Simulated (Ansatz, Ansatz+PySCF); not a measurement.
```xyz
4

N     0.0000    0.0000    0.2432
H     1.8717    0.0000   -0.5674
H    -0.9358    1.6209   -0.5674
H    -0.9358   -1.6209   -0.5674
```

Basis set: 6-31G* (spherical functions). Frozen core: 1 orbital. Charge 0, multiplicity 1.

Computed with Ansatz (development build ahead of 0.2.0); each method stands on the lowest determinant of its kind that the runs found. Restricted open shells among the atoms or ions are ROHF, correlated in semicanonical orbitals with singles.

(1) Give the atomization energy at this shape (free ground-state atoms in the same class of orbitals less the molecule, no zero-point energy) of singlet NH3 by RHF-CCSD(T), UHF-CCSDT(Q), UHF-CCSD(T), UHF-MP2, RHF-MP2, UHF, RHF.

## Answers

(1)

| method | atomization energy |
| --- | --- |
| RHF-CCSD(T) | 1.72 eV |
| UHF-CCSDT(Q) | 0.96 eV |
| UHF-CCSD(T) | 0.74 eV |
| UHF-MP2 | 0.25 eV |
| RHF-MP2 | -0.91 eV |
| UHF | 0.03 eV |
| RHF | -7.64 eV |

Caution for RHF-CCSD(T), RHF-MP2, RHF: an unrestricted determinant lies well below. Caution for RHF-CCSD(T), RHF-MP2: large amplitudes, a single reference is doubtful. Caution for RHF-CCSD(T), UHF-CCSD(T): the program doubts this total. Caution for UHF-CCSDT(Q), UHF-CCSD(T), UHF-MP2: a plain start can end on a higher determinant; bonds are stretched, where a single reference can fail. Caution for UHF-CCSDT(Q), UHF-CCSD(T), UHF-MP2, UHF: the unrestricted determinant is a mixture of spin states. Caution for RHF: the molecule lies well above its atoms at this level.
